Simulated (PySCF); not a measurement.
Working out the ionisation energy of Ar⁺

Ar⁺ [Ne] 3s2 3p5 (2P) → Ar²⁺ [Ne] 3s2 3p4 (3P). Computed with PySCF 2.14 in x2c-TZVPall, with scalar relativity by spin-free X2C-1e. Frozen: [Ne]. Energies in hartree (1 hartree = 27.21139 eV):

```csv
part,Ar⁺ (lower),Ar²⁺ (upper)
UHF,-528.079026,-527.110034
CCSD correlation,-0.188099,-0.153945
(T),-0.005249,-0.004038
```

**Question.** What does Hartree-Fock give?

**Answer.** (-527.110034) − (-528.079026) = 0.968992 hartree = 26.368 eV.

**Question.** What do CCSD and CCSD(T) give?

**Answer.** The CCSD correlation energies differ by 0.034154 hartree = 0.929 eV and the triples by 0.001211 hartree = 0.033 eV, so CCSD gives 27.297 eV and CCSD(T) 27.330 eV.

Reference: 27.630 eV (measured; NIST Atomic Spectra Database, ionization energies), between the lowest levels; spin-orbit coupling is absent from the calculation.

What remains against the reference includes basis incompleteness, the frozen core and higher excitations.
